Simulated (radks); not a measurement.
Values are calculated unless marked as measured or tabulated.
Q: The table gives one normalised radial function P(r) = r R(r) of W in [Xe] 4f14 5d4 6s1 6p1 (r in bohr). Level of theory: scalar-relativistic Kohn-Sham, LDA (Slater exchange, Perdew-Wang correlation), spin-unpolarised, spherical densities, point nucleus (a radial shooting solver on a logarithmic mesh with Libxc functionals).

r               P
0.0009338   0.0619
0.001497    0.0877
0.002419    0.1211
0.00391     0.1582
0.006268    0.1869
0.01013     0.1815
0.01624     0.1016
0.02625    -0.0805
0.04242    -0.2758
0.068      -0.2095
0.1099      0.2467
0.1776      0.3515
0.2847     -0.4212
0.4601     -0.3583
0.7377      0.8788
1.192       1.0026
1.927       0.2938
3.089       0.0231
4.992       0.0003
8.067       0.0000
12.93       0.0000

Which n and l does it have? It may be an empty orbital.

A: n = 5, l = 0: the number of nodes gives n - l - 1 = 4, the rise at small r (about r^(l+1), flatter next to the nucleus through relativity) gives l, and the extent must fit the shell. The curve is that of 5s. 5s: eigenvalue -80.905 eV, 4 radial nodes at r = 0.0218, 0.0872, 0.227, 0.531 bohr, <r> = 1.07 bohr, 90 % of the charge inside 1.53 bohr.
